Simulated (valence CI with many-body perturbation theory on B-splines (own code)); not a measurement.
## Pr53+: calculated level list

Level of theory: configuration interaction combined with many-body perturbation theory (CI+MBPT): four valence electrons over a frozen Dirac-Fock core [He], a basis of 11 s, 11 p, 10 d, 8 f, 5 g, 2 h functions for each j, with the one-electron correlation potential Σ1, the two-electron term Σ2, the three-electron term Σ3, Breit, model QED; selected CI, second order for the rest, scaled by the run's own slope (own B-spline code, finite nucleus).

No measured spectrum was set against this ion. As an estimate, large intervals hold to a few tenths of a per cent, small ones and those within an open d or f shell to about a per cent. Among the levels kept, up to 850 cm⁻¹ of a level comes from second order outside the variational space, and about a tenth of that is noise between levels of different J, which matters for small intervals.

Levels 136 to 180 of 208, with energies above the lowest level, (2s^2 2p1/2^2) J=0. "Leading %" is the weight of the configuration and term that name the level; weights of strongly mixed levels are sums over their largest components and can fall short. In the jj column 3d3/2^4 stands for four electrons in 3d with j = 3/2. Lifetimes count E1, E2, E3, M1 and M2 decay at the calculated energies, and are blank where another channel may lead or the interval is too uncertain; long ones can be off by a factor of two.

```csv
No.,Configuration,Term,J,E (Ry),Leading %,Lifetime,g,Second component,Leading jj
136,2s2p²3s,¹P,1,548.31,45,8.07 fs,0.988,29 % 2s2p²3s ³D,2s 2p3/2^2 3s (99 %)
137,2s2p²3s,³P,2,548.46,64,30.1 fs,1.369,17 % 2s2p²3s ¹D,2s 2p3/2^2 3s (99 %)
138,2p³3d,³D°,3,548.53,45,1.09 fs,1.197,18 % 2p³3d ¹F°,2p1/2^2 2p3/2 3d5/2 (95 %)
139,2p³3d,³D°,1,549.20,35,1.65 fs,1.044,27 % 2p³3d ¹P°,2p1/2^2 2p3/2 3d5/2 (98 %)
140,2s2p²3s,¹S,0,549.54,69,20.4 fs,,30 % 2s2p²3s ³P,2s 2p3/2^2 3s (99 %)
141,2s2p²3p,³P°,0,553.66,80,526 fs,,14 % 2s2p²3p ⁵D°,2s 2p3/2^2 3p1/2 (99 %)
142,2s2p²3p,³P°,1,553.68,34,6.06 fs,1.284,25 % 2s2p²3p ³D°,2s 2p3/2^2 3p1/2 (98 %)
143,2s2p²3p,³P°,1,553.71,48,7.38 fs,1.325,18 % 2s2p²3p ¹P°,2s 2p3/2^2 3p1/2 (98 %)
144,2s2p²3p,³D°,2,553.86,33,10.8 fs,1.059,22 % 2s2p²3p ¹D°,2s 2p3/2^2 3p1/2 (98 %)
145,2s2p²3p,³D°,3,557.51,52,10.2 fs,1.382,30 % 2s2p²3p ⁵P°,2s 2p3/2^2 3p3/2 (95 %)
146,2s2p²3p,⁵D°,4,557.56,59,941 fs,1.379,41 % 2s2p²3p ³F°,2s 2p3/2^2 3p3/2 (99 %)
147,2s2p²3p,³P°,1,557.94,34,5.49 fs,1.487,22 % 2s2p²3p ³S°,2s 2p3/2^2 3p3/2 (84 %)
148,2p³3s,⁵S°,2,559.03,25,7.99 fs,1.430,17 % 2p³3s ¹D°,2s 2p3/2^2 3p3/2 (51 %)
149,2p³3s,³D°,2,560.54,39,10.8 fs,1.447,27 % 2p³3s ⁵S°,2p1/2 2p3/2^2 3s (66 %)
150,2p³3s,³S°,1,561.01,45,8.58 fs,1.330,39 % 2p³3s ³D°,2p1/2 2p3/2^2 3s (84 %)
151,2p³3s,³D°,3,561.24,82,33.0 fs,1.310,8 % 2s2p²3p ³D°,2p1/2 2p3/2^2 3s (82 %)
152,2p³3s,¹D°,2,562.41,58,9.60 fs,1.109,20 % 2p³3s ³D°,2p1/2 2p3/2^2 3s (81 %)
153,2s2p²3d,³D,2,562.82,23,1.37 fs,1.364,21 % 2s2p²3d ⁵D,2s 2p3/2^2 3d3/2 (88 %)
154,2s2p²3d,⁵P,1,562.88,30,1.22 fs,1.762,17 % 2s2p²3d ³P,2s 2p3/2^2 3d3/2 (76 %)
155,2s2p²3d,⁵D,3,563.03,26,1.57 fs,1.291,18 % 2s2p²3d ³F,2s 2p3/2^2 3d3/2 (89 %)
156,2p³3s,³P°,1,563.38,26,6.44 fs,1.231,25 % 2s2p²3p ¹P°,2s 2p3/2^2 3p3/2 (58 %)
157,2s2p²3d,³F,4,563.47,36,1.79 fs,1.228,26 % 2s2p²3d ⁵F,2s 2p3/2^2 3d3/2 (91 %)
158,2s2p²3p,³P°,0,563.62,59,242 fs,,39 % 2s2p²3p ¹S°,2s 2p3/2^2 3p3/2 (98 %)
159,2s2p²3p,³P°,2,564.07,70,31.5 fs,1.415,5 % 2s2p²3p ⁵D°,2s 2p3/2^2 3p3/2 (97 %)
160,2s2p²3p,³D°,3,564.27,57,7.23 fs,1.256,13 % 2p³3s ³D°,2s 2p3/2^2 3p3/2 (86 %)
161,2p³3p,⁵P,1,564.68,35,16.1 fs,1.668,17 % 2p³3p ³D,2p1/2 2p3/2^2 3p1/2 (77 %)
162,2p³3s,³P°,0,564.71,98,21.8 fs,,,2p1/2 2p3/2^2 3s (98 %)
163,2s2p²3p,³P°,2,564.76,45,63.6 fs,1.333,25 % 2s2p²3p ¹D°,2s 2p3/2^2 3p3/2 (98 %)
164,2s2p²3d,⁵F,5,564.90,58,3.41 ps,1.301,42 % 2s2p²3d ³G,2s 2p3/2^2 3d5/2 (99 %)
165,2p³3p,³F,2,565.00,31,7.83 fs,1.226,20 % 2p³3p ³P,2p1/2 2p3/2^2 3p1/2 (88 %)
166,2s2p²3d,³F,4,565.15,57,47.7 fs,1.264,26 % 2s2p²3d ⁵D,2s 2p3/2^2 3d5/2 (92 %)
167,2p³3s,³P°,1,565.85,34,9.08 fs,1.238,25 % 2s2p²3p ¹P°,2p1/2 2p3/2^2 3s (50 %)
168,2p³3p,³F,3,565.90,39,3.37 fs,1.105,30 % 2p³3p ¹F,2p1/2 2p3/2^2 3p1/2 (89 %)
169,2s2p²3d,³P,0,566.11,76,4.34 fs,,14 % 2s2p²3d ¹S,2s 2p3/2^2 3d5/2 (88 %)
170,2s2p²3p,¹P°,1,566.65,33,10.9 fs,1.218,22 % 2s2p²3p ³S°,2s 2p3/2^2 3p3/2 (89 %)
171,2s2p²3d,³P,1,566.93,34,1.80 fs,1.385,19 % 2s2p²3d ³D,2s 2p3/2^2 3d5/2 (86 %)
172,2s2p²3d,³D,3,567.21,40,2.00 fs,1.196,18 % 2s2p²3d ¹F,2s 2p3/2^2 3d5/2 (84 %)
173,2s2p²3d,³P,2,567.62,37,1.51 fs,1.284,19 % 2s2p²3d ³D,2s 2p3/2^2 3d5/2 (89 %)
174,2p³3p,³P,2,568.13,51,4.23 fs,1.310,21 % 2p³3p ¹D,2p1/2 2p3/2^2 3p1/2 (98 %)
175,2p³3p,³D,1,568.25,36,1.40 fs,0.665,27 % 2s2p²3d ³D,2p1/2 2p3/2^2 3p1/2 (49 %)
176,2p³3p,³D,1,569.36,19,2.92 fs,0.829,16 % 2s2p²3d ³P,2s 2p3/2^2 3d3/2 (68 %)
177,2s2p²3d,³F,2,569.44,36,1.53 fs,1.004,22 % 2s2p²3d ³D,2s 2p3/2^2 3d3/2 (95 %)
178,2s2p²3d,³F,3,569.62,34,2.09 fs,1.018,30 % 2s2p²3d ¹F,2s 2p3/2^2 3d3/2 (90 %)
179,2s2p²3d,³D,2,569.79,57,1.59 fs,1.126,8 % 2s2p²3d ¹D,2s 2p3/2^2 3d3/2 (85 %)
180,2s2p²3d,³D,1,570.15,52,3.50 fs,0.668,17 % 2p³3p ³D,2s 2p3/2^2 3d3/2 (74 %)
```

Where two levels of one J and parity lie close, their mixing, g and order are uncertain.
